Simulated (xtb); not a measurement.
C$_{4}$H$_{12}$Si, singlet, at a GFN2-xTB geometry; GFN0-xTB (xtb).

Input for xtb:
```
$ xtb mol.xyz --gfn 0 --json

# file mol.xyz
17

C     -0.41778104    -1.21418858    -1.41267705
Si     0.00000000     0.00000000    -0.00000000
C      0.00554135     1.78528707    -0.67614402
C     -1.31041007    -0.15385282     1.37971233
C      1.72264977    -0.41724567     0.70910873
H     -1.39396412    -1.00424407    -1.83950537
H     -0.42931030    -2.24160426    -1.06128465
H      0.30997764    -1.15221546    -2.21624356
H      0.24035806     2.50337027     0.10386249
H     -0.96211391     2.05565595    -1.08813490
H      0.74182785     1.90768456    -1.46487309
H     -2.30457514     0.07745214     1.00913662
H     -1.33992132    -1.15990805     1.78735734
H     -1.10210317     0.52516646     2.20113401
H      1.75423943    -1.42860695     1.10324445
H      2.49352738    -0.33921814    -0.05171446
H      1.99205759     0.25646756     1.51702112
```

The log (banner, timings and long lists left out):

```
   ID    Z sym.   atoms
    1    6 C      1, 3-5
    2   14 Si     2
    3    1 H      6-17

           -------------------------------------------------
          |                Calculation Setup                |
           -------------------------------------------------

           -------------------------------------------------
          |                 G F N 0 - x T B                 |
           -------------------------------------------------

          ...................................................
          :                      SETUP                      :
          :.................................................:
          :  # basis functions                  50          :
          :  # atomic orbitals                  49          :
          :  # shells                           35          :
          :  # electrons                        32          :
          :  electronic temp.          300.0000000     K    :
          :  accuracy                    1.0000000          :
          :  -> integral cutoff          0.2500000E+02      :
          :  -> integral neglect         0.1000000E-07      :
          ...................................................

         :::::::::::::::::::::::::::::::::::::::::::::::::::::
         ::                     SUMMARY                     ::
         :::::::::::::::::::::::::::::::::::::::::::::::::::::
         :: total energy             -16.926563153004 Eh    ::
         :: gradient norm              0.022412220611 Eh/a0 ::
         :: HOMO-LUMO gap              6.668606619767 eV    ::
         ::.................................................::
         :: H0 energy                -17.115438856812 Eh    ::
         :: repulsion energy           0.281798796073 Eh    ::
         :: electrostat energy        -0.088101565057 Eh    ::
         :: -> Gsolv                   0.000000000000 Eh    ::
         ::    -> Gsasa                0.000000000000 Eh    ::
         ::    -> Gshift               0.000000000000 Eh    ::
         :: dispersion energy         -0.004821527207 Eh    ::
         :: short-range corr.          0.000000000000 Eh    ::
         :: add. restraining           0.000000000000 Eh    ::
         :: total charge              -0.000000000000 e     ::
         :::::::::::::::::::::::::::::::::::::::::::::::::::::

           -------------------------------------------------
          |                Property Printout                |
[...]
    12   1 H        0.925     0.168     1.279     1.768
    13   1 H        0.925     0.168     1.279     1.768
    14   1 H        0.925     0.168     1.279     1.768
    15   1 H        0.925     0.168     1.279     1.768
    16   1 H        0.925     0.168     1.279     1.768
    17   1 H        0.925     0.168     1.279     1.768

 Mol. C6AA /au·bohr⁶  :       2602.423378
 Mol. C8AA /au·bohr⁸  :      80543.586658
 Mol. α(0) /au        :         80.814373

Wiberg/Mayer (AO) data.
largest (>0.10) Wiberg bond orders for each atom

 ---------------------------------------------------------------------------
     #   Z sym  total        # sym  WBO       # sym  WBO       # sym  WBO
 ---------------------------------------------------------------------------
     1   6 C    3.903 --     2 Si   0.969     8 H    0.959     6 H    0.959
                             7 H    0.959
     2  14 Si   4.184 --     4 C    0.969     1 C    0.969     3 C    0.969
                             5 C    0.969
     3   6 C    3.903 --     2 Si   0.969    11 H    0.959    10 H    0.959
                             9 H    0.959
     4   6 C    3.903 --     2 Si   0.969    13 H    0.959    14 H    0.959
                            12 H    0.959
     5   6 C    3.903 --     2 Si   0.969    16 H    0.959    15 H    0.959
                            17 H    0.959
     6   1 H    0.984 --     1 C    0.959
     7   1 H    0.984 --     1 C    0.959
     8   1 H    0.984 --     1 C    0.959
     9   1 H    0.984 --     3 C    0.959
    10   1 H    0.984 --     3 C    0.959
    11   1 H    0.984 --     3 C    0.959
    12   1 H    0.984 --     4 C    0.959
    13   1 H    0.984 --     4 C    0.959
    14   1 H    0.984 --     4 C    0.959
    15   1 H    0.984 --     5 C    0.959
    16   1 H    0.984 --     5 C    0.959
    17   1 H    0.984 --     5 C    0.959
 ---------------------------------------------------------------------------

Topologies differ in total number of bonds
Writing topology from bond orders to xtbtopo.mol

 dipole moment from electron density (au)
     X       Y       Z
  -0.0000  -0.0000   0.0000  total (Debye):    0.000

           -------------------------------------------------
          | TOTAL ENERGY              -16.926563153004 Eh   |
          | GRADIENT NORM               0.022412220611 Eh/α |
          | HOMO-LUMO GAP               6.668606619767 eV   |
           -------------------------------------------------

normal termination of xtb
```
